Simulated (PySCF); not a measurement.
C₈H₉F₃.
SMILES: `C=CC(C=C)/C=C\C(F)(F)F`

Torsions of this conformer, `[CH2:1]=[CH:2][CH:3]([CH:4]=[CH2:5])/[CH:6]=[CH:7]\[C:8]([F:9])([F:10])[F:11]`: C1–C2–C3–C4 132°, C2–C3–C4–C5 -130°, C2–C3–C6–C7 117°, C6–C7–C8–F9 60°.

The closed-shell ground state was solved at several levels (PySCF, density fitting, gas phase, non-relativistic). One conformer (not necessarily the lowest) at the PBE0-D3(BJ)/def2-SVP geometry, without solvent, vibrations or thermal averaging.

| level | basis functions | total energy (Eh) | HOMO (eV) | LUMO (eV) | gap (eV) | dipole (D) |
| --- | --- | --- | --- | --- | --- | --- |
| CAM-B3LYP/def2-SVPD | 301 | -609.0718 | -9.00 | 0.12 | 9.12 | 2.57 |
| B3LYP/pcJ-1 | 387 | -609.7553 | -7.36 | -1.11 | 6.25 | 2.40 |
| PBE0/pcSseg-1 | 232 | -609.0185 | -7.63 | -0.93 | 6.70 | 2.37 |

(1) Estimate the row for mPW1PW91/pcSseg-2, a basis of 522 functions; the other rows only guide the guess.

(2) Over all these levels, which gives the widest orbital gap and which the narrowest?

(3) How far do the dipole and the HOMO energy spread over the levels?

Results:

(1) Total energy -609.8301 Eh, HOMO -7.65 eV, LUMO -1.00 eV, gap 6.65 eV, dipole 2.47 D.

(2) CAM-B3LYP/def2-SVPD (range-separated hybrid) has the widest, 9.12 eV, and B3LYP/pcJ-1 (global hybrid, 20 % exact exchange) the narrowest, 6.25 eV. Functional and basis both differ between the two, so the spread mixes both effects.

(3) The dipole runs from 2.37 to 2.57 D (mean 2.45 D) and the HOMO from -9.00 to -7.36 eV.
